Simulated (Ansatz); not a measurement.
The cluster SnAu₂ was relaxed with B3LYP-D4 (def2-TZVP) in Ansatz in these states: neutral quintet, neutral singlet, neutral triplet. The geometries follow in no particular order.

In the def2 sets Au, Sn take a core potential; there is no spin–orbit coupling.

A:

Cartesian coordinates in Å:
```
Au -2.3782 -0.0656 -1.2760
Au 2.3736 0.0660 1.2845
Sn 0.0046 -0.0004 -0.0085
```

B:

```xyz
3

Au    1.234    0.725    1.334
Au   -0.884    0.351   -1.709
Sn   -0.349   -1.076    0.375
```

C:

```xyz
3

Au   -0.359    1.094    2.029
Au   -0.382   -0.887   -2.123
Sn    0.741   -0.207    0.095
```

Question: Judge from the bond lengths which geometry belongs to which state (an estimate).

Answer: A is the neutral quintet (Au1–Sn3 2.700 Å, Au2–Sn3 2.700 Å); B is the neutral singlet (Au1–Sn3 2.582 Å, Au2–Sn3 2.582 Å); C is the neutral triplet (Au1–Sn3 2.577 Å, Au2–Sn3 2.577 Å).

At PBE0-D4/def2-TZVP a singlet lies 3.77 eV below the neutral quintet. At PBE0-D4/def2-TZVP a singlet lies 1.25 eV below the neutral triplet. These are the stationary points nearest to one start from a short search; other shapes may lie lower in each state.
